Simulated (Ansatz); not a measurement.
Reaction (redistribution): `N[SiH](N)[GeH3]` + `C#[C][Ga]([F])[Cl]` → `N[SiH](N)[Ga]([F])[Cl]` + `C#[C][GeH3]`

Program: Ansatz. Geometries: PBE0-D4/def2-TZVP. ΔE: electronic, gas phase. CCSD(T)/CBS adds triple-zeta CCSD(T) − MP2 to the extrapolated MP2 energy (def2 sets, frozen cores). DFT in def2-TZVPP. B3LYP here is the variant with VWN-RPA as its local correlation; programs differ in this. For Ga, Ge outer-core shells are correlated without core-valence functions, which leaves a few kJ/mol of doubt a bond. Scalar relativity is left out up to krypton. Each species was taken in one conformer, which may not be the lowest.

(1) Is it downhill or uphill in electronic energy at CCSD(T)/CBS, and by how much? (An estimate is asked.)

(2) What do these levels give: PBE0-D4, r2SCAN, B3LYP, MP2/def2-TZVPP, CCSD(T)/def2-TZVPP, SCS-MP2/def2-QZVPP? (Estimate.)

Largest T1 diagnostic among the species: 0.014.

## Answers

(1) The calculation gave: Downhill: ΔE = -5.5 kJ/mol.

(2) Computed: PBE0-D4 -9.7, r2SCAN -8.0, B3LYP -13.0, MP2/def2-TZVPP -2.0, CCSD(T)/def2-TZVPP -1.7, SCS-MP2/def2-QZVPP -5.0 kJ/mol.

From PBE to PBE0 (25 % exact exchange), in def2-TZVPP and without D4, ΔE moves by +5.0 kJ/mol.
